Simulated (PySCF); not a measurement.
## Vertical excitation energies

C7H6Cl (charge +1).
Numbering: `[Cl:1][CH+:2][c:3]1[cH:4][cH:5][cH:6][cH:7][cH:8]1` (hydrogens: H9 on C2; H10 on C4; H11 on C5; H12 on C6; H13 on C7; H14 on C8)

Computed with TDDFT PBE0/def2-SVPD, vertical, gas phase, core orbitals frozen in the response in PySCF 2.14.0, density-fitted response routines. Geometry: GFN2-xTB, one conformer, isolated ion. Torsions of this conformer, `[Cl:1][CH+:2][c:3]1[cH:4][cH:5][cH:6][cH:7][cH:8]1`: Cl1–C2–C3–C4 180°.

```tsv
state	E (eV)	E (hartree)	f	symmetry	main configurations (H = HOMO, L = LUMO)
S1	3.02	0.1110	0.017	A′	H→L (99%)
S2	4.09	0.1502	0.0001	–	H-2→L (99%)
S3	4.25	0.1561	0.478	A′	H-1→L (96%)
S4	4.74	0.1742	0.0000	–	H-3→L (99%)
S5	5.26	0.1932	0.0004	–	H-4→L (99%)
S6	5.86	0.2153	0.045	A′	H-5→L (88%), H→L+1 (10%)
```

Triplets, Tamm–Dancoff:

| state | E (eV) | λ (nm) | main configurations (H = HOMO, L = LUMO) |
| --- | --- | --- | --- |
| T1 | 2.14 | 579.4 | H→L (98%) |
| T2 | 2.36 | 526.0 | H-1→L (98%) |

The lowest singlet lies at 3.02 eV (411 nm, visible) and is weak; its leading configuration is HOMO→LUMO (99%). The most intense listed level is S3 at 4.25 eV (292 nm, f = 0.478), 1.23 eV above S1. Löwdin shares by element: HOMO carbon 82% or more (atoms not listed hold the other 18%); LUMO carbon 56% or more, chlorine 15% (atoms not listed hold the other 29%). Of the 6 states listed, 3 reach f = 0.01 and 3 stay under 0.0005. The oscillator strengths of these states sum to 0.540; summed over the whole spectrum of an exact calculation they would give the number of electrons, 64 (Thomas–Reiche–Kuhn). Orbital energies (eV): HOMO-3 -14.96, HOMO-2 -14.42, HOMO-1 -13.19, HOMO -12.72, LUMO -8.79, LUMO+1 -5.33, LUMO+2 -4.77. S1 lies in the visible range (380 to 750 nm), at 411 nm, f = 0.017; light of that wavelength is violet, and its complementary colour is yellow-green; a Tamm–Dancoff triplet lies at 579 nm, without intensity as long as spin–orbit coupling is left out. Symmetry labels in Cs follow from the direction of the transition dipole and are given only for states with f of 0.002 or more. Only the lowest 6 singlets were computed, as vertical energies without vibronic structure.

The run took 33 s wall (grids of density and orbitals included) on one thread of an Arm Neoverse V2, shared host, and the process peaked at 0.84 GiB of memory.
